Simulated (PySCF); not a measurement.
C2H6Mg, SMILES C[CH2][MgH]. Atoms are numbered in the order given.

```xyz
9

Mg    -0.0934    -1.4424     0.0000
H     -0.6925    -3.0455     0.0000
C      0.6388     0.5358     0.0000
C     -0.4181     1.6575     0.0000
H      1.2982     0.6645    -0.8699
H      1.2982     0.6645     0.8699
H     -1.0690     1.6038     0.8790
H     -1.0690     1.6038    -0.8790
H      0.0312     2.6584     0.0000
```
Charge 0, spin multiplicity 1.

Coordinates come from a TPSSh-D3(BJ)/def2-TZVP optimisation.

Level of theory: C-PCM-M06-2X/def2-SVP (PySCF).

The values are the electrostatic part of the solvation free energy, E(continuum) − E(gas) at the gas-phase geometry, in a cavity of scaled van der Waals radii (PySCF's table); cavitation and dispersion terms are not included. A continuum can't describe solvent molecules that bind to the metal. In vacuum the orbital gap is 7.53 eV. The dipole moment in vacuum is 0.56 D.

| solvent | ε | ΔG(elec) (kcal/mol) | dipole (D) | gap (eV) |
|---|---|---|---|---|
| water | 78.36 | -9.1 | 0.66 | 7.97 |
| chloroform | 4.71 | -6.9 | 0.64 | 7.89 |
| chlorobenzene | 5.70 | -7.3 | 0.64 | 7.91 |
